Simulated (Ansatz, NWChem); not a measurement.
Predicting a hybrid from its neighbours: NaBr

NaBr has 2 atoms, charge 0, and is taken as a singlet. SMILES: `[Na][Br]`. The coordinates come from a PBE0-D4/def2-TZVP relaxation.

The HOMO–LUMO gap y, in eV, basis cc-pVTZ; a is the functional's share of exact exchange. Programs: Ansatz 0.2.0, NWChem 7.3.0.

```
functional  program     a  y (eV)
    r2SCAN   Ansatz     0    3.72
    revPBE   Ansatz     0    2.66
     TPSSh   NWChem   0.1       ?
     B3LYP   Ansatz   0.2    3.94
   r2SCAN0   Ansatz  0.25    5.10
      PBE0   Ansatz  0.25    4.49
     BHLYP   Ansatz   0.5    5.80
```

Fit y = c + s·a to the known rows and predict TPSSh.


1. Means of the 6 rows: a = 0.2000, y = 4.285.
2. Σ(Δa)² = 0.175, Σ(Δa·Δy) = 0.9435, so the slope is 0.9435/0.175 = 5.3914.
3. Intercept: 4.285 − (5.3914) × 0.2000 = 3.207. The largest residual of the fit is 0.55.
4. TPSSh: 3.207 + (5.3914) × 0.1 = 3.75 eV.

The run gave 3.61 eV, so the prediction is off by +0.14 eV, within the largest residual. Exact exchange lowers occupied levels and raises empty ones. The rows mix families of semi-local functionals, which the line can't see.
